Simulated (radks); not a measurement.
The chlorine anion Cl-, [Ar], held by a Watson sphere: a shell of charge +1.1 at radius R that stands for the Madelung well of a crystal (potential energy -1.1/R inside, -1.1/r outside, in hartree with lengths in bohr). Calculated with a radial shooting solver on a logarithmic mesh with Libxc functionals: non-relativistic Kohn-Sham, LDA (Slater exchange, VWN5 correlation), spin-polarised, spherical densities, point nucleus. Response by self-consistent Sternheimer equations with the Hartree and adiabatic LDA kernel. The sphere does not respond.

R (bohr),e(2p) (eV),e(3s) (eV),e(3p) (eV),<r> 3p (bohr),sum of <r^2> (bohr^2),X-ray form factor at sin(theta)/lambda = 0.3 1/angstrom,alpha (bohr^3)
1.98,-190.57,-21.846,-10.220,1.857,32.23,9.584,16.65
2.25,-190.38,-21.233,-9.740,1.892,33.35,9.557,18.35
2.32,-190.33,-21.079,-9.612,1.900,33.62,9.553,18.82
2.54,-190.13,-20.611,-9.207,1.924,34.42,9.544,20.33
4.19,-188.17,-17.895,-6.595,2.024,38.21,9.546,31.89
